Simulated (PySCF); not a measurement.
Species: C₉H₇NSi.
SMILES: `C1c2ccccc2[Si@@H](C#N)C=1`

All values: PBE0/pcSseg-1 (PySCF, non-relativistic), on one gas-phase PBE0-D3(BJ)/def2-SVP geometry that isn't relaxed in the solvent. The solvent is an IEF-PCM continuum (cavity from Bondi-type radii × 1.2). Only the electrostatic response of the medium enters.

```json
{"run": "gas", "E − E(gas) (kcal/mol)": "0.00", "HOMO (eV)": "-7.11", "HOMO–LUMO gap (eV)": "5.09", "dipole (D)": "4.39"}
{"run": "P", "E − E(gas) (kcal/mol)": "-7.01", "HOMO (eV)": "-6.94", "HOMO–LUMO gap (eV)": "5.08", "dipole (D)": "5.54"}
{"run": "Q", "E − E(gas) (kcal/mol)": "-6.08", "HOMO (eV)": "-6.95", "HOMO–LUMO gap (eV)": "5.08", "dipole (D)": "5.40"}
```

The runs were made in dichloromethane and methanol. Which run belongs to which solvent?

P = methanol, Q = dichloromethane. The dielectric constants are 8.93 (dichloromethane), 32.61 (methanol), and the energy falls further as ε rises. In this model the ground state sees the solvent through ε alone.

How constant is the ratio of the lowering to (ε − 1)/(2ε + 1)?

```json
{"solvent": "dichloromethane", "(ε − 1)/(2ε + 1)": "0.420", "E − E(gas) (kcal/mol)": "-6.08", "ratio (kcal/mol)": "-14.5", "polarisation term (kcal/mol)": "-7.02"}
{"solvent": "methanol", "(ε − 1)/(2ε + 1)": "0.477", "E − E(gas) (kcal/mol)": "-7.01", "ratio (kcal/mol)": "-14.7", "polarisation term (kcal/mol)": "-8.24"}
```

The ratio changes by +1.5 % in size from dichloromethane to methanol. The polarisation term is half the interaction of the solute with the induced surface charges.
